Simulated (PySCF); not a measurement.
Ga(Me)(SH)2 (CH5GaS2), SMILES [SH][Ga]([CH3])[SH].

Geometry optimised at B3LYP-D3(BJ)/def2-SVP. The structure was generated by enumeration; whether it is a known compound was not checked. One conformer was computed; it need not be the lowest.

Computed with IEF-PCM-B3LYP/def2-SVP (PySCF).

The values are the electrostatic part of the solvation free energy, E(continuum) − E(gas) at the gas-phase geometry, in a cavity of scaled van der Waals radii (PySCF's table); cavitation and dispersion terms are not included. A continuum can't describe solvent molecules that bind to the metal. In vacuum the orbital gap is 6.14 eV. The dipole moment in vacuum is 0.16 D.

```csv
solvent,ε,ΔG(elec) (kcal/mol),dipole (D),gap (eV)
water,78.36,-5.0,0.04,6.37
methanol,32.61,-4.8,0.04,6.36
acetone,20.49,-4.7,0.05,6.36
```
